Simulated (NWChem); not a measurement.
System: C$_{3}$H$_{3}$Cl$_{2}$F; SMILES F[C@@H]1CC1(Cl)Cl

Here is an NWChem input.

```
start job
memory heap 200 mb stack 900 mb global 1100 mb
geometry units angstroms noautoz
  F     -0.487369     2.138968    -0.607778
  C     -1.001657     0.947583    -0.206828
  C     -0.826382     0.537264     1.237831
  C     -0.054210    -0.172379     0.148853
  Cl     1.675658     0.138002     0.004781
  Cl    -0.536797    -1.823609    -0.279038
  H     -1.927124     0.675963    -0.744649
  H     -1.639145    -0.008226     1.741541
  H     -0.237197     1.220105     1.869753
end
basis spherical
  * library 6-31g*
end
dft
  xc m06-l
  grid xfine
  iterations 150
  mulliken
end
task dft gradient
```

Excerpt of the output:

```
             Northwest Computational Chemistry Package (NWChem) 7.3.0
             --------------------------------------------------------

 C1  symmetry detected

                             Geometry "geometry" -> ""
                             -------------------------

 Output coordinates in angstroms (scale by  1.889725989 to convert to a.u.)

  No.       Tag          Charge          X              Y              Z
 ---- ---------------- ---------- -------------- -------------- --------------
    1 F                    9.0000    -0.59556154     2.10390700    -0.60966188
    2 C                    6.0000    -1.04753664     0.88717203    -0.20975465
    3 C                    6.0000    -0.85757097     0.48810877     1.23619977
    4 C                    6.0000    -0.04346086    -0.18036808     0.15172787
    5 Cl                  17.0000     1.66807658     0.22164637     0.01549142
    6 Cl                  17.0000    -0.43529704    -1.85536715    -0.27650564
    7 H                    1.0000    -1.95462177     0.56611301    -0.75163629
    8 H                    1.0000    -1.64251116    -0.09946478     1.73669255
    9 H                    1.0000    -0.30865455     1.20196572     1.87010452

 Effective nuclear repulsion energy (a.u.)     358.3653776670

                                 NWChem DFT Module
                                 -----------------

 Summary of "ao basis" -> "ao basis" (spherical)
 ------------------------------------------------------------------------------
       Tag                 Description            Shells   Functions and Types
 ---------------- ------------------------------  ------  ---------------------
 F                           6-31g*                  6       14   3s2p1d
 C                           6-31g*                  6       14   3s2p1d
 Cl                          6-31g*                  8       18   4s3p1d
 H                           6-31g*                  2        2   2s

            General Information
            -------------------
          SCF calculation type: DFT
          Wavefunction type:  closed shell.
          No. of atoms     :     9
          No. of electrons :    64
           Alpha electrons :    32
            Beta electrons :    32
          Charge           :     0
          Spin multiplicity:     1
          Use of symmetry is: off; symmetry adaption is: off
          Maximum number of iterations: 150
          AO basis - number of functions:    98
                     number of shells:    46
          Convergence on energy requested:  1.00D-06
          Convergence on density requested:  1.00D-05
          Convergence on gradient requested:  5.00D-04

              XC Information
              --------------
                        M06-L Method XC Functional
                         M06-L Exchange Functional  1.000
                       M06-L Correlation Potential  1.000

             Grid Information
             ----------------
          Grid used for XC integration:  xfine
          Radial quadrature: Mura-Knowles
          Angular quadrature: Lebedev.
          Tag              B.-S. Rad. Rad. Pts. Rad. Cut. Ang. Pts.
          ---              ---------- --------- --------- ---------
          F                   0.50      100          11.0      1454
          C                   0.70      100           9.0      1454
          Cl                  1.00      125          10.0      1454
          H                   0.35      100          11.0      1202
          Grid pruning is: on
          Number of quadrature shells:   950
          Spatial weights used:  Erf1

      Superposition of Atomic Density Guess
      -------------------------------------

 Sum of atomic energies:       -1132.74895752

      Non-variational initial energy
      ------------------------------

 Total energy =   -1135.304876
 1-e energy   =   -2276.825665
 2-e energy   =     783.155412
 HOMO         =      -0.260996
 LUMO         =       0.048214

     ---------------------------------------------
      Total Density - Mulliken Population Analysis
     ---------------------------------------------

    Atom       Charge   Shell Charges
 -----------   ------   -------------------------------------------------------
    1 F    9     9.47   2.00  0.94  3.40  1.01  2.11  0.01
    2 C    6     5.58   2.00  0.68  1.65  0.53  0.66  0.07
    3 C    6     6.52   2.00  0.72  2.00  0.66  1.11  0.03
    4 C    6     5.78   2.00  0.64  1.50  0.64  0.94  0.06
    5 Cl  17    17.16   2.00  2.00  5.98  1.38  3.63  0.53  1.62  0.02
    6 Cl  17    17.17   2.00  2.00  5.98  1.38  3.63  0.53  1.63  0.02
    7 H    1     0.81   0.47  0.34
    8 H    1     0.75   0.45  0.30
    9 H    1     0.75   0.45  0.30

   convergence    iter        energy       DeltaE   RMS-Dens  Diis-err
 ---------------- ----- ----------------- --------- --------- ---------
 d= 0,ls=0.0,diis     1  -1136.1038122618 -1.49D+03  2.05D-02  1.03D+00
 d= 0,ls=0.0,diis     2  -1135.8223954352  2.81D-01  1.46D-02  3.76D+00
 d= 0,ls=0.0,diis     3  -1136.2343598042 -4.12D-01  1.57D-03  2.09D-02
 d= 0,ls=0.0,diis     4  -1136.2353725186 -1.01D-03  7.85D-04  7.72D-03
 d= 0,ls=0.0,diis     5  -1136.2336454442  1.73D-03  3.14D-04  6.85D-04
  Resetting Diis
 d= 0,ls=0.0,diis     6  -1136.2337489026 -1.03D-04  1.32D-04  5.35D-05
 d= 0,ls=0.0,diis     7  -1136.2337573220 -8.42D-06  1.11D-04  1.36D-05
 d= 0,ls=0.0,diis     8  -1136.2337576754 -3.53D-07  3.05D-05  2.11D-05
 d= 0,ls=0.0,diis     9  -1136.2337598219 -2.15D-06  1.11D-05  6.30D-07
 d= 0,ls=0.0,diis    10  -1136.2337598756 -5.37D-08  3.76D-06  1.86D-07

         Total DFT energy =    -1136.233759875559
      One electron energy =    -2279.089377719358
           Coulomb energy =      868.870877220543
    Exchange-Corr. energy =      -84.380637043768
 Nuclear repulsion energy =      358.365377667023

 Numeric. integr. density =       64.000000043651

                       DFT Final Molecular Orbital Analysis
                       ------------------------------------

 Vector   30  Occ=2.000000D+00  E=-2.882520D-01
              MO Center=  7.3D-01, -6.2D-01, -8.5D-02, r^2= 3.5D+00
   Bfn.  Coefficient  Atom+Function         Bfn.  Coefficient  Atom+Function
  ----- ------------  ---------------      ----- ------------  ---------------
    64      0.547577  5 Cl py                81      0.486860  6 Cl px
    68      0.295330  5 Cl py                85      0.268840  6 Cl px
    60     -0.211782  5 Cl py                77     -0.188322  6 Cl px
    65      0.179113  5 Cl pz                69      0.099807  5 Cl pz
    83     -0.096470  6 Cl pz                61     -0.069598  5 Cl pz

 Vector   31  Occ=2.000000D+00  E=-2.804512D-01
              MO Center= -3.9D-01,  3.2D-01,  1.5D-01, r^2= 3.8D+00
   Bfn.  Coefficient  Atom+Function         Bfn.  Coefficient  Atom+Function
  ----- ------------  ---------------      ----- ------------  ---------------
     5      0.288416  1 F  pz                19     -0.254631  2 C  pz
    32     -0.230503  3 C  py                81      0.229240  6 Cl px
    82     -0.225953  6 Cl py                65     -0.219146  5 Cl pz
     9      0.217589  1 F  pz                31      0.199581  3 C  px
    63      0.177152  5 Cl px                33      0.148836  3 C  pz

 Vector   32  Occ=2.000000D+00  E=-2.525860D-01
              MO Center=  3.1D-02, -9.8D-02,  1.3D-02, r^2= 3.7D+00
   Bfn.  Coefficient  Atom+Function         Bfn.  Coefficient  Atom+Function
  ----- ------------  ---------------      ----- ------------  ---------------
    65      0.360532  5 Cl pz                83      0.335703  6 Cl pz
    47     -0.286426  4 C  pz                69      0.223219  5 Cl pz
    17      0.211192  2 C  px                87      0.203780  6 Cl pz
    34     -0.167869  3 C  s                  3     -0.145767  1 F  px
    18     -0.141922  2 C  py                51     -0.142244  4 C  pz

 Vector   33  Occ=0.000000D+00  E=-3.672819D-02
              MO Center=  3.2D-01, -7.1D-01, -3.3D-02, r^2= 3.4D+00
   Bfn.  Coefficient  Atom+Function         Bfn.  Coefficient  Atom+Function
  ----- ------------  ---------------      ----- ------------  ---------------
    48      1.269263  4 C  s                 86     -0.561496  6 Cl py
    67      0.494833  5 Cl px                84     -0.468828  6 Cl s
    50     -0.399230  4 C  py                66     -0.396413  5 Cl s
    82     -0.368408  6 Cl py                63      0.342299  5 Cl px
    49      0.323517  4 C  px                44      0.285952  4 C  s

 Vector   34  Occ=0.000000D+00  E=-2.497481D-02
              MO Center= -6.3D-02, -5.1D-03,  2.1D-01, r^2= 4.0D+00
   Bfn.  Coefficient  Atom+Function         Bfn.  Coefficient  Atom+Function
  ----- ------------  ---------------      ----- ------------  ---------------
    67      0.537477  5 Cl px                49      0.530515  4 C  px
    50      0.480584  4 C  py                66     -0.447280  5 Cl s
    86      0.440837  6 Cl py                98     -0.382861  9 H  s
    84      0.379192  6 Cl s                 96      0.369138  8 H  s
    45      0.335604  4 C  px                63      0.331093  5 Cl px

 Vector   35  Occ=0.000000D+00  E= 8.072707D-02
              MO Center= -6.3D-01,  3.5D-01,  4.8D-01, r^2= 2.8D+00
   Bfn.  Coefficient  Atom+Function         Bfn.  Coefficient  Atom+Function
  ----- ------------  ---------------      ----- ------------  ---------------
    51      0.868457  4 C  pz                36      0.680727  3 C  py
    35     -0.562909  3 C  px                21      0.446316  2 C  px
    23     -0.433572  2 C  pz                47      0.392909  4 C  pz
    34     -0.390332  3 C  s                 19     -0.268971  2 C  pz
    32      0.267635  3 C  py                17      0.263863  2 C  px

     ---------------------------------------------
      Total Density - Mulliken Population Analysis
     ---------------------------------------------

    Atom       Charge   Shell Charges
 -----------   ------   -------------------------------------------------------
    1 F    9     9.33   2.00  0.96  3.27  1.04  2.05  0.02
    2 C    6     5.72   2.00  0.69  1.98  0.46  0.52  0.08
    3 C    6     6.41   2.00  0.68  2.08  0.67  0.96  0.03
    4 C    6     6.25   2.00  0.68  1.95  0.66  0.89  0.07
    5 Cl  17    16.97   2.00  2.00  5.98  1.40  3.59  0.54  1.43  0.03
    6 Cl  17    16.99   2.00  2.00  5.98  1.40  3.59  0.54  1.45  0.03
    7 H    1     0.80   0.53  0.27
    8 H    1     0.77   0.52  0.25
    9 H    1     0.76   0.52  0.24

     -------------------------------------------
      Total Density - Lowdin Population Analysis
     -------------------------------------------

    Atom       Charge   Shell Charges
 -----------   ------   -------------------------------------------------------
    1 F    9     9.13   1.99  0.95  3.15  0.81  2.19  0.04
    2 C    6     5.96   1.99  0.53  1.79  0.39  1.09  0.19
    3 C    6     6.27   1.99  0.55  1.91  0.43  1.32  0.08
    4 C    6     6.18   1.99  0.56  1.79  0.41  1.29  0.15
    5 Cl  17    16.96   2.00  1.99  5.91  1.16  3.34  0.66  1.85  0.03
    6 Cl  17    16.97   2.00  1.99  5.91  1.16  3.35  0.66  1.87  0.03
    7 H    1     0.86   0.50  0.35
    8 H    1     0.84   0.49  0.35
    9 H    1     0.83   0.48  0.34

     Multipole analysis of the density
     ---------------------------------

     L   x y z        total         alpha         beta         nuclear
     -   - - -        -----         -----         ----         -------
     0   0 0 0     -0.000000    -32.000000    -32.000000     64.000000

     1   1 0 0     -0.720442     -0.360221     -0.360221      0.000000
     1   0 1 0      0.114011      0.057005      0.057005      0.000000
     1   0 0 1      0.470394      0.235197      0.235197     -0.000000

     2   2 0 0    -33.638283   -144.193950   -144.193950    254.749617
     2   1 1 0      0.196587      1.199386      1.199386     -2.202185
     2   1 0 1     -0.369035      2.117574      2.117574     -4.604184
     2   0 2 0    -37.801452   -210.516551   -210.516551    383.231650
     2   0 1 1      1.071542     -1.651281     -1.651281      4.374105
     2   0 0 2    -34.063217    -55.060958    -55.060958     76.058699

            General Information
            -------------------
          SCF calculation type: DFT
          Wavefunction type:  closed shell.
          No. of atoms     :     9
          No. of electrons :    64
           Alpha electrons :    32
            Beta electrons :    32
          Charge           :     0
          Spin multiplicity:     1
          Use of symmetry is: off; symmetry adaption is: off
          Maximum number of iterations: 150
          AO basis - number of functions:    98
                     number of shells:    46
          Convergence on energy requested:  1.00D-06
          Convergence on density requested:  1.00D-05
          Convergence on gradient requested:  5.00D-04

              XC Information
              --------------
                        M06-L Method XC Functional
                         M06-L Exchange Functional  1.000
                       M06-L Correlation Potential  1.000

             Grid Information
             ----------------
          Grid used for XC integration:  xfine
          Radial quadrature: Mura-Knowles
          Angular quadrature: Lebedev.
          Tag              B.-S. Rad. Rad. Pts. Rad. Cut. Ang. Pts.
          ---              ---------- --------- --------- ---------
          F                   0.50      100          11.0      1454
          C                   0.70      100           9.0      1454
          Cl                  1.00      125          10.0      1454
          H                   0.35      100          11.0      1202
          Grid pruning is: on
          Number of quadrature shells:   950
          Spatial weights used:  Erf1

          Convergence Information
          -----------------------
          Convergence aids based upon iterative change in
          total energy or number of iterations.
          Levelshifting, if invoked, occurs when the
          HOMO/LUMO gap drops below (HL_TOL):  1.00D-02
          DIIS, if invoked, will attempt to extrapolate
          using up to (NFOCK): 10 stored Fock matrices.

                    Damping( 0%)  Levelshifting(0.5)       DIIS
                  --------------- ------------------- ---------------
          dE  on:    start            ASAP                start
          dE off:    2 iters        150 iters           150 iters

                            NWChem DFT Gradient Module
                            --------------------------

  charge          =   0.00
  wavefunction    = closed shell

                         DFT ENERGY GRADIENTS

    atom               coordinates                        gradient
                 x          y          z           x          y          z
   1 F      -1.125448   3.975808  -1.152094    0.000802   0.004675  -0.001691
   2 C      -1.979557   1.676512  -0.396379    0.002266   0.007911  -0.001961
   3 C      -1.620574   0.922392   2.336079   -0.001642  -0.000269   0.002083
   4 C      -0.082129  -0.340846   0.286724    0.004342  -0.007184  -0.000691
   5 Cl      3.152208   0.418851   0.029275    0.005163   0.001613  -0.000810
   6 Cl     -0.822592  -3.506136  -0.522520   -0.001071  -0.004547  -0.001150
   7 H      -3.693700   1.069798  -1.420387   -0.008134  -0.003369  -0.004856
   8 H      -3.103896  -0.187961   3.281873   -0.006730  -0.005216   0.003989
   9 H      -0.583273   2.271386   3.533985    0.005004   0.006385   0.005088
```

Level: M06-L/6-31G* (spherical d). Coordinates come from a PBE-D3(BJ)/def2-SVP optimisation.
